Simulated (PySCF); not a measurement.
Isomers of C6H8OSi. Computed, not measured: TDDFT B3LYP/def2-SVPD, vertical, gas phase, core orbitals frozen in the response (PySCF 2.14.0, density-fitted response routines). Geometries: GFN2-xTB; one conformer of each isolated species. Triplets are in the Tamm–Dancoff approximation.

A. `C#C[C@@H]1C(=O)[SiH2][C@@H]1C`
B. `c1coc([SiH]2CC2)c1`
C. `[SiH3]O[C@@]12C=C[C@H]3[C@@H]1[C@H]32`

Lowest singlet levels (six at most, fewer where fewer were computed) with oscillator strengths:

1. 4.99 eV (f 0.432); 5.70 eV (f 0.003); 5.82 eV (f 0.010); 5.84 eV (f 0.016); 6.18 eV (f 0.006); 6.30 eV (f 0.014); T1 3.60 eV
2. 5.37 eV (f 0.055); 5.57 eV (f 0.007); 5.94 eV (f 0.000); 6.04 eV (f 0.016); 6.41 eV (f 0.010); 6.56 eV (f 0.026); T1 3.61 eV
3. 3.18 eV (f 0.001); 4.85 eV (f 0.001); 5.09 eV (f 0.050); 5.24 eV (f 0.017); 5.72 eV (f 0.014); 5.86 eV (f 0.002); T1 2.58 eV

Task: Match each spectrum to its molecule.

Result: 1 = B, 2 = C, 3 = A.
- A: S1 at 3.18 eV, HOMO→LUMO (97%); Löwdin shares by element: HOMO oxygen 40%, carbon 29% or more, silicon 12% (atoms not listed hold the other 19%); LUMO carbon 42% or more, oxygen 29%, silicon 10% (atoms not listed hold the other 19%); HOMO -6.56 and LUMO -1.86 eV.
- B: S1 at 4.99 eV, HOMO→LUMO (98%); Löwdin shares by element: HOMO carbon 44% or more, silicon 14% (atoms not listed hold the other 42%); LUMO carbon 32% or more, oxygen 15%, silicon 14% (atoms not listed hold the other 39%); HOMO -6.02 and LUMO -0.68 eV.
- C: S1 at 5.37 eV, HOMO→LUMO (94%); Löwdin shares by element: HOMO carbon 75% or more (atoms not listed hold the other 25%); LUMO carbon 66% or more (atoms not listed hold the other 34%); HOMO -6.24 and LUMO -0.27 eV.
